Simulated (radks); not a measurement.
Values are calculated unless marked as measured or tabulated.
Q: Ba, configuration [Kr] 4d10 5s2 5p5.75 6s2 6p0.25 (fractional occupations, a model configuration). Code: a radial shooting solver on a logarithmic mesh with Libxc functionals. Model: scalar-relativistic Kohn-Sham, BP86, spin-polarised, spherical densities, finite nucleus; open shells are filled with parallel spins first (spin-orbit coupling, left out, can overturn this in heavy ions); Fermi nuclear charge, rms radius 4.8378 fm. Some entries of the table are withheld. Estimate them.

| orbital | occ. | eigenvalue (eV) | <r> (bohr) |
|---|---|---|---|
| 1s up | 1 | -37264.43 | 0.02558 |
| 1s down | 1 | -37264.42 | 0.02558 |
| 2s up | 1 | -5891.423 | 0.1097 |
| 2s down | 1 | -5891.416 | 0.1097 |
| 2p up | 3 | -5283.492 | 0.09618 |
| 2p down | 3 | -5283.479 | 0.09618 |
| 3s up | 1 | -1244.932 | 0.2920 |
| 3s down | 1 | -1244.920 | 0.2920 |
| 3p up | 3 | -1049.995 | 0.2899 |
| 3p down | 3 | -1049.981 | 0.2899 |
| 3d up | 5 | -766.7166 | 0.2666 |
| 3d down | 5 | -766.7031 | 0.2666 |
| 4s up | 1 | -245.4926 | 0.6738 |
| 4s down | 1 | -245.4652 | 0.6738 |
| 4p up | 3 | -182.6067 | 0.7155 |
| 4p down | 3 | -182.5787 | 0.7155 |
| 4d up | 5 | -91.2912 | 0.8004 |
| 4d down | 5 | -91.2538 | 0.8001 |
| 5s up | 1 | -35.1352 | 1.632 |
| 5s down | 1 | -34.9483 | 1.632 |
| 5p up | 3 | -20.0548 | 1.906 |
| 5p down | 2.75 | -19.8689 | 1.908 |
| 6s up | 1 | -3.8021 | 4.617 |
| 6s down | 1 | -3.6847 | 4.607 |
| 5d up | 0 | -2.8713 | (1) |
| 5d down | 0 | -2.7376 | (2) |
| 6p up | 0.25 | -1.6218 | 6.062 |
| 6p down | 0 | -1.4945 | 6.108 |

A: 
(1) 5d up <r> (bohr): 3.317
(2) 5d down <r> (bohr): 3.323
